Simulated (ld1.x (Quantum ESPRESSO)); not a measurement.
# What one change does to a pseudopotential (I, TM)

```
Element                 : iodine
Generator               : ld1.x (Quantum ESPRESSO) 7.5
Type                    : norm-conserving Troullier–Martins (Kleinman–Bylander form)
Functional              : PBE
Relativity              : fully relativistic
Frozen core             : [Kr] 4d10
Valence charge          : 7
Reference configuration : 5s2 5p5
Partial waves           : 5p (bound): rc 1.85 bohr; 5d channel at 0.4 Ry: rc 1.95 bohr; 5s (bound): rc 1.80 bohr
Local potential         : the s channel
Core correction         : none
```

Open shells are filled in proportion to 2j + 1 (rel_dist='average').

Change: wave 5p (bound): rc 1.85 bohr becomes 5p (bound): rc 2.50 bohr.

Cutoffs: the cutoffs (Ry, on a coarse ladder) from which the occupation-weighted sum of valence levels, in a spherical-Bessel basis at the reference potential, stays within 10 and 1 mRy of its value at 400 Ry; they do not see the model core or the augmentation charge, which bear on the density cutoff. Errors are all-electron minus pseudo energies relative to the spin-unpolarised reference configuration.

Problem. Predict the effect on cutoff, ghosts and configuration errors.

Solution. The potential gets softer (35 Ry and 60 Ry → 30 Ry and 45 Ry); both files keep a bound ghost (d); of the 7 tests that both files solve, the error grows in 6 and shrinks in 0 by more than 15 % and 0.3 meV (median size 5.9 → 9.9 meV). A larger radius leaves more room for a smooth pseudo-wave, so fewer plane waves are needed. More of the atom is replaced by a form fitted at one configuration, so other configurations suffer.

| quantity | base | changed |
| --- | --- | --- |
| cutoff, loose | 35 Ry | 30 Ry |
| cutoff, tight | 60 Ry | 45 Ry |
| loose cutoff by channel (10 mRy a level) | p 15 Ry, s 25 Ry | p 12 Ry, s 25 Ry |
| bound ghosts | d3/2, d5/2 | d3/2, d5/2 |
| error for 5s2 5p4, meV [ΔE 11.16 eV] | -1.7 | -2.0 |
| error for 5s2 5p3, meV [ΔE 31.03 eV] | -11 | -14 |
| error for 5s2 5p2, meV [ΔE 60.39 eV] | -34 | -47 |
| error for 5s2 5p4.5, meV [ΔE 4.54 eV] | -0.3 | -0.4 |
| error for 5s1 5p6, meV [ΔE 10.37 eV] | +2.6 | +5.2 |
| error for 5s1 5p5, meV [ΔE 22.09 eV] | +5.9 | +9.9 |
| error for 5s2 5p1, meV [ΔE 99.86 eV] | -62 | -99 |

 A true bound ghost makes a file unfit for plane-wave use even where its test errors are small: the radial tests pick states by their node count and pass the ghost by.
